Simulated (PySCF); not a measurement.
**From computed data to an observable: dipole moment from atomic charges**

Ge(F)2(Cl)(Me) (CH₃ClF₂Ge), SMILES [F][Ge]([CH3])([Cl])[F]. Atoms are numbered in the order given.

```xyz
8

C     -1.5896    -1.2690     0.0000
Ge     0.0331    -0.2542     0.0000
F      1.0196    -0.6349     1.3612
F      1.0196    -0.6349    -1.3612
Cl    -0.2462     1.8566     0.0000
H     -2.1731    -1.0221     0.8971
H     -2.1731    -1.0221    -0.8971
H     -1.3445    -2.3400     0.0000
```

The structure is a stationary point at PBE0-D3(BJ)/def2-SVP. The structure was generated by enumeration, and PubChem lists no compound with its InChIKey, so it may never have been made.

Charges (e) from PBE/def2-TZVP in PySCF:

```csv
atom,IAO,ESP fit
C1,-0.720,-0.701
Ge2,1.408,0.734
F3,-0.488,-0.271
F4,-0.488,-0.271
Cl5,-0.274,-0.163
H6,0.187,0.214
H7,0.187,0.214
H8,0.188,0.244
```

The dipole moment of the full density is 3.20 D.

What dipole moment does each set of point charges give, and which comes closer to that of the density?


μ = Σ q r, and 1 e Å = 4.8032 D.
IAO: Σ q r = (-0.802, -0.155, 0.000) e Å, |μ| = 3.92 D.
ESP fit: Σ q r = (-0.632, -0.264, 0.000) e Å, |μ| = 3.29 D.
ESP fit comes closer in size. Point charges leave out the atoms' own dipoles (lone pairs, polarised bonds); fits to the potential absorb them, partitions of the density don't.
